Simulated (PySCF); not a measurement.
PySCF 2.14 output of an unrestricted PBEsol calculation on a single atom or ion in aug-cc-pVTZ with one added diffuse shell each of s, p, d, f, g type (9s8p6d4f3g, 118 functions), with the non-relativistic Hamiltonian (point nucleus):

```
SCF conv_tol = 1e-09
number electrons alpha = 14  beta = 12
    J. P. Perdew, A. Ruzsinszky, G. I. Csonka, O. A. Vydrov, G. E. Scuseria, L. A. Constantin, X. Zhou, and K. Burke.,  Phys. Rev. Lett. 100, 136406 (2008)
    J. P. Perdew, A. Ruzsinszky, G. I. Csonka, O. A. Vydrov, G. E. Scuseria, L. A. Constantin, X. Zhou, and K. Burke.,  Phys. Rev. Lett. 100, 136406 (2008)
cycle= 1 E= -1380.97989232351  delta_E= -0.000394  |g|= 0.314  |ddm|= 1.15
cycle= 2 E= -1380.89007706047  delta_E= 0.0898  |g|= 0.813  |ddm|= 0.564
cycle= 3 E= -1380.99956765511  delta_E= -0.109  |g|= 0.0681  |ddm|= 0.556
cycle= 4 E= -1381.00057506148  delta_E= -0.00101  |g|= 0.00239  |ddm|= 0.0336
cycle= 5 E= -1381.00057608105  delta_E= -1.02e-06  |g|= 0.000179  |ddm|= 0.00167
cycle= 6 E= -1381.00057608964  delta_E= -8.59e-09  |g|= 3.82e-05  |ddm|= 0.000147
cycle= 7 E= -1381.00057608991  delta_E= -2.74e-10  |g|= 4.35e-07  |ddm|= 1.79e-05
converged SCF energy = -1381.00057608991  <S^2> = 2.0019756  2S+1 = 3.0013168
```

The run itself started from symmetry-adapted Hartree-Fock orbitals and held the occupation by maximum overlap, on a logarithmic radial grid, so the iterations belong to that start.

Which element, charge and spin multiplicity is this?

Co+ (cobalt, charge +1), multiplicity 3; the state was [Ar] 3d8, high-spin 3F determinant.
